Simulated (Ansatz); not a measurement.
Total energies of Li12F12 (started as a model of: (LiF)12 cage of four- and six-membered rings) from Ansatz at PBE0-D4/def2-SVP, gas phase (1 Eh = 27.2114 eV = 2625.5 kJ/mol). The reference geometry is relaxed at r2SCAN-D4/def2-SVP.

```xyz
24

Li    1.174   -0.425    3.224
F     1.283   -1.768    2.042
Li    2.718   -0.852    1.415
F     2.550    0.535    2.524
Li    1.253    1.682    2.052
F    -0.008    0.900    3.097
Li   -1.431    0.441    2.211
F    -1.608   -1.231    1.549
Li   -0.105   -1.982    0.926
F     0.078   -1.953   -0.902
Li    1.564   -1.124   -1.487
F     2.723   -0.495   -0.281
Li    2.029    1.109   -0.756
F     0.856    1.949    0.319
F     1.451    0.478   -2.325
Li   -0.867    1.986   -0.320
F    -2.091    1.246    0.760
Li   -2.617   -0.424    0.316
F    -2.791   -0.889   -1.350
Li   -1.302   -1.682   -2.020
Li   -0.072    0.842   -3.067
F    -1.260    1.768   -2.056
Li   -2.378    0.430   -2.473
F    -1.150   -0.540   -3.398
```

```tsv
state	geometry	energy (Eh)
charge 0 singlet	reference	-1287.77373
charge 1 doublet	reference	-1287.36865
charge 1 doublet	relaxed at r2SCAN-D4/def2-SVP	-1287.38315
charge -1 doublet	reference	-1287.75918
charge -1 doublet	relaxed at r2SCAN-D4/def2-SVP	-1287.75948
free Li atom (doublet)	–	-7.45943
free F atom (doublet)	–	-99.54906
```

Work out the vertical ionisation energy to the doublet.

E(charge 1 doublet) − E(charge 0 singlet) = -1287.36865 − (-1287.77373) = 0.40508 Eh = 11.02 eV. For comparison, −ε of the highest occupied level is 9.37 eV at this level, 1.65 eV less.

Work out the vertical electron affinity, to the doublet.

E(charge 0 singlet) − E(charge -1 doublet) = -1287.77373 − (-1287.75918) = -0.01455 Eh = -0.40 eV; negative, so the extra electron isn't bound. The basis lacks diffuse functions, which makes affinities too small.

Give the fundamental gap IE − EA, the Mulliken electronegativity (IE + EA)/2 and the hardness (IE − EA)/2.

From the values in Eh: IE − EA = 0.40508 − (-0.01455) = 0.41963 Eh = 11.42 eV; (IE + EA)/2 = 5.31 eV; (IE − EA)/2 = 5.71 eV. The HOMO–LUMO gap of the same run is 9.14 eV, 2.28 eV smaller than the fundamental gap.

How much does the charge 1 doublet relax, and what is the adiabatic ionisation energy?

Relaxation: -1287.36865 − (-1287.38315) = 0.01450 Eh = 0.39 eV. Adiabatic ionisation energy: 0.39058 Eh = 10.63 eV, without zero-point energy. 

How much does the charge -1 doublet relax, and what is the adiabatic electron affinity?

Relaxation: -1287.75918 − (-1287.75948) = 0.00030 Eh = 0.01 eV. Adiabatic electron affinity: -0.01425 Eh = -0.39 eV, without zero-point energy. 

What is the binding energy per atom against free atoms?

Atoms: 12 × (-7.45943) + 12 × (-99.54906) = -1284.10188 Eh. Binding: -1284.10188 − (-1287.77373) = 3.67185 Eh = 99.92 eV, or 4.16 eV for each of 24 atoms (no zero-point energy, no counterpoise term).

At PBE0-D4/def2-SVP the highest occupied level of the charge -1 doublet lies above zero (up to 1.11 eV). By energy differences it is unbound by 0.40 eV (vertical, against the charge 0 singlet, at PBE0-D4/def2-SVP) and held by the finite basis. At PBE0-D4/def2-SVP the highest occupied level of the relaxed charge -1 doublet lies above zero (up to 1.07 eV). By energy differences it is unbound by 0.39 eV (each at its own geometry, against the charge 0 singlet, at PBE0-D4/def2-SVP) and held by the finite basis.
